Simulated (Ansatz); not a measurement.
Consider the formal exchange of groups at a B–Si bond: `CB(C)[SiH2]N` + `BN` → `CB(C)BN` + `N[SiH3]`.

Calculated with Ansatz (gas phase, PBE0-D4/def2-TZVP geometries, no zero-point term in ΔE). CCSD(T)/CBS adds triple-zeta CCSD(T) − MP2 to the extrapolated MP2 energy (def2 sets, frozen cores). This one scheme is used for every species. Functionals use def2-TZVPP. One conformer a species, not always the lowest.

`CB(C)[SiH2]N`:

Z-matrix (Å, degrees):
```
C
B 1 1.562
H 1 1.093 2 115.0
H 1 1.094 2 114.7 3 -128.9
H 1 1.103 2 104.7 3 115.3
C 2 1.564 1 120.1 3 151.0
Si 2 2.030 1 121.4 3 -29.9
H 6 1.102 2 104.7 1 -87.9
H 6 1.093 2 115.9 1 155.8
H 6 1.095 2 114.0 1 27.2
N 7 1.734 2 119.4 1 8.6
H 7 1.495 2 109.0 1 130.4
H 7 1.497 2 107.1 1 -113.9
H 11 1.008 7 119.7 2 -59.9
H 11 1.007 7 118.9 2 80.6
```

`BN`:

Cartesian coordinates in Å:
```
B 0.633 0.102 0.233
N -0.651 -0.105 -0.240
H 0.782 0.530 1.342
H 1.562 -0.152 -0.478
H -0.849 -0.461 -1.160
H -1.476 0.086 0.303
```

`CB(C)BN`:

Z-matrix (Å, degrees):
```
C
B 1 1.571
H 1 1.102 2 104.7
H 1 1.094 2 114.4 3 115.6
H 1 1.092 2 115.5 3 -115.8
C 2 1.571 1 118.2 3 -92.3
B 2 1.686 1 120.7 3 90.4
H 6 1.093 2 115.4 1 151.8
H 6 1.102 2 104.9 1 -92.3
H 6 1.094 2 114.2 1 23.3
N 7 1.394 2 125.7 1 -88.0
H 7 1.209 2 118.9 1 91.7
H 11 1.006 7 123.1 2 179.7
H 11 1.006 7 123.9 2 -0.3
```

`N[SiH3]`:

Z-matrix (Å, degrees):
```
Si
N 1 1.720
H 1 1.486 2 107.9
H 1 1.494 2 116.0 3 -120.3
H 1 1.486 2 107.9 3 119.4
H 2 1.007 1 119.6 3 -168.6
H 2 1.007 1 119.6 3 49.2
```

```
             level  ΔE (eV)
            PBE-D4     0.06
           PBE0-D4     0.04
           ωB97M-V     0.02
            B2PLYP     0.01
     HF/def2-TZVPP    -0.04
     HF/def2-QZVPP    -0.04
SCS-MP2/def2-QZVPP     0.00
     MP2/CBS(def2)     0.02
```

What does CCSD(T)/CBS give? (Estimate.)

Computed: +0.02 eV. The listed levels differ from it by 0.04, 0.02, 0.00, -0.01, -0.06, -0.06, -0.02, 0.00 eV.

Largest T1 diagnostic among the species: 0.012.

In def2-TZVPP, CCSD(T) changes the Hartree–Fock value by +0.07 eV (the triples alone add +0.01 eV) and MP2 by +0.06 eV. The D4 term adds +0.04 eV with B3LYP and +0.02 eV with PBE0; it sums over pairs of atoms, weighted by their polarisabilities, and B3LYP, whose exchange is more repulsive, gets the larger term.

B3LYP here is the variant with VWN-RPA as its local correlation; programs differ in this.
